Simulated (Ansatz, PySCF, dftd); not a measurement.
Species: C3H7N, charge 0, singlet. C3H7N (SMILES C1C(C1)N).
B3LYP-D3(BJ)/def2-TZVP minimum from Ansatz (an electronic-structure program):
```xyz
11

C     -0.8497    -0.8470     0.0764
C     -1.0015     0.6153    -0.2526
C      0.2265     0.1266     0.4582
N      1.4480     0.0820    -0.3035
H     -0.6250    -1.5170    -0.7419
H     -1.4652    -1.2665     0.8604
H     -1.7210     1.1983     0.3059
H     -0.8762     0.9048    -1.2868
H      0.2917     0.3716     1.5171
H      1.9213     0.9779    -0.2898
H      2.0862    -0.6120     0.0679
```

Property: enthalpy of formation at 298 K (by atomisation, with ideal-gas terms from PySCF's Hessian at B3LYP-D3(BJ)/def2-TZVP and the atoms' measured values of the G2/97 table; no spin-orbit terms), in kcal/mol. UHF or UKS for unpaired electrons; spin-orbit terms are left out. Correlated methods leave the cores frozen. Rows without X2C or -DK are non-relativistic. CBS(X,Y): correlation extrapolated as X^-3, Hartree-Fock from the larger set. A bracket is a step between two methods taken in the basis named. The functionals are non-relativistic, so their misses hold any scalar relativity. Double hybrids freeze cores in their MP2 part. 'core' is core correlation in cc-pwCVTZ, 'X2C' scalar relativity in cc-pVTZ-DK, both at CCSD(T). For partners of very few electrons the exact lower level stands in for a higher one.

Measured: 18.4 kcal/mol, 77.0 kJ/mol (CRC Handbook, as tabulated in the package chemicals); atomic spin-orbit terms, which the calculations lack, would raise the computed values.

```tsv
level	program	enthalpy of formation at 298 K (kcal/mol)	error against that value
HF/cc-pVDZ	Ansatz	316.6	298.2
r2SCAN-D4/def2-TZVPD	Ansatz + dftd4	19.2	0.8
B3LYP/def2-TZVPD	Ansatz	23.4	5.0
PBE0/def2-TZVPD	Ansatz	12.6	-5.8
r2SCANh-D4/def2-TZVPD	Ansatz + dftd4	24.1	5.7
CAM-B3LYP/def2-TZVPD	Ansatz	15.9	-2.5
B2GP-PLYP-D3(BJ)/def2-TZVPD	Ansatz + dftd3	32.2	13.8
B2GP-PLYP/def2-TZVPD	Ansatz	34.3	15.9
MP2/cc-pVTZ	Ansatz	33.4	15.0
MP2/CBS(cc-pVTZ,cc-pVQZ)	Ansatz	6.5	-11.9
CCSD(T)/cc-pVQZ	Ansatz	31.0	12.6
CCSDT(Q)/cc-pVDZ	Ansatz	99.5	81.1
CCSD(T)/CBS(cc-pVTZ,cc-pVQZ) + [CCSDT(Q) - CCSD(T)]/cc-pVDZ + core + X2C	Ansatz	17.1	-1.3
```
